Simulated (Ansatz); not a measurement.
```yaml
crystal:
  periodic: [false, false, false]
  atoms:
    - {symbol: C, position_ang: [1.558809, -1.614121, 1.132656]}
    - {symbol: C, position_ang: [0.774492, -0.648193, 0.297027]}
    - {symbol: C, position_ang: [1.340637, -0.062582, -0.831861]}
    - {symbol: C, position_ang: [0.611283, 0.853786, -1.573103]}
    - {symbol: C, position_ang: [-0.678794, 1.197153, -1.210617]}
    - {symbol: C, position_ang: [-1.263197, 0.616888, -0.084468]}
    - {symbol: N, position_ang: [-2.575962, 0.901765, 0.258705]}
    - {symbol: C, position_ang: [-0.521469, -0.304267, 0.655478]}
    - {symbol: H, position_ang: [2.266716, -2.179880, 0.524136]}
    - {symbol: H, position_ang: [0.905243, -2.322967, 1.644561]}
    - {symbol: H, position_ang: [2.135757, -1.086901, 1.899038]}
    - {symbol: H, position_ang: [2.349905, -0.325646, -1.128269]}
    - {symbol: H, position_ang: [1.053658, 1.308804, -2.452578]}
    - {symbol: H, position_ang: [-1.243408, 1.909501, -1.803336]}
    - {symbol: H, position_ang: [-2.813086, 0.741193, 1.223743]}
    - {symbol: H, position_ang: [-2.927068, 1.782284, -0.079904]}
    - {symbol: H, position_ang: [-0.973516, -0.766806, 1.528783]}
basis:
  gaussian: {orbitals: def2-SVP, point_charges: [{charge: -1.00, position_ang: [6.764, 0.643, 0.148]}]}
hamiltonian: {xc: {name: PBE}}
```

```sh
$ ansatz run in.yaml --threads 2 --pin off --events-out ev --progress --plain --max-ram 32768MiB --backend cpu
```

Output, abridged:

```
Functional definition: PBE
1800 factors; their error is unknown
mean field evaluation 1: about -8861.7673 eV, gradient 7.9e1 eV
mean field evaluation 2: about -8847.2602 eV, gradient 1.1e2 eV
mean field evaluation 4: about -8877.9813 eV, gradient 7.5e0 eV
mean field evaluation 8: about -8878.1242 eV, gradient 2.3e-1 eV
mean field evaluation 16: about -8878.0205 eV, gradient 8.5e-4 eV
mean field -8878.02047463 eV, -326.2612347041 hartree, gradient 7.5e-5 eV, S^2 0.000000; 0 other end points of the search recorded, 0 dependent functions left out
reference -8878.02051334 eV, -326.2612361268 hartree; 29, 29 occupied and 128, 128 virtual orbitals, 1800 factors
Total energy: -8878.02051334 eV, -326.2612361268 hartree
```

Hardware: 2 threads of an AMD EPYC 7R13 on a shared host. Wall time 2.3 s, peak host memory 0.24 GiB.
